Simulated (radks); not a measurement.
Results of a calculation; reference values are marked as such.
Yb V, 66 electrons, occupied as [Kr] 4d10 4f13 5s1 5p6 (not the ground configuration). Code: a radial shooting solver on a logarithmic mesh with Libxc functionals. Model: scalar-relativistic Kohn-Sham, BLYP, spin-polarised, spherical densities, finite nucleus; open shells are filled with parallel spins first (spin-orbit coupling, left out, can overturn this in heavy ions); Fermi nuclear charge, rms radius 5.3108 fm.

Unscreened Slater integrals over Kohn-Sham orbitals (hartree). They are taken over the spin-up orbitals.

F0(4f,4f): 1.2977
F2(4f,4f): 0.61231
F4(4f,4f): 0.38320
F6(4f,4f): 0.27540
F0(4f,5p): 0.80250
F2(4f,5p): 0.27122
G2(4f,5p): 0.13629
G4(4f,5p): 0.10637
F0(4f,5s): 0.89914
G3(4f,5s): 0.16171
F0(4f,4d): 1.4321
F2(4f,4d): 0.68426
F4(4f,4d): 0.43611
G1(4f,4d): 0.80082
G3(4f,4d): 0.50397
G5(4f,4d): 0.35657
F0(5p,5p): 0.66659
F2(5p,5p): 0.36100
F0(5p,5s): 0.71135
G1(5p,5s): 0.47659
F0(5p,4d): 0.83407
F2(5p,4d): 0.23126
G1(5p,4d): 0.063586
G3(5p,4d): 0.062158
F0(5s,5s): 0.76971
F0(5s,4d): 0.94324
G2(5s,4d): 0.097984
F0(4d,4d): 1.6116
F2(4d,4d): 0.81792
F4(4d,4d): 0.54704

Derived for the open shells (J is the average intra-shell exchange parameter used in DFT+U). 4f: F4/F2 = 0.626, F6/F2 = 0.450, J = (286 F2 + 195 F4 + 250 F6)/6435 = 0.04952 hartree.
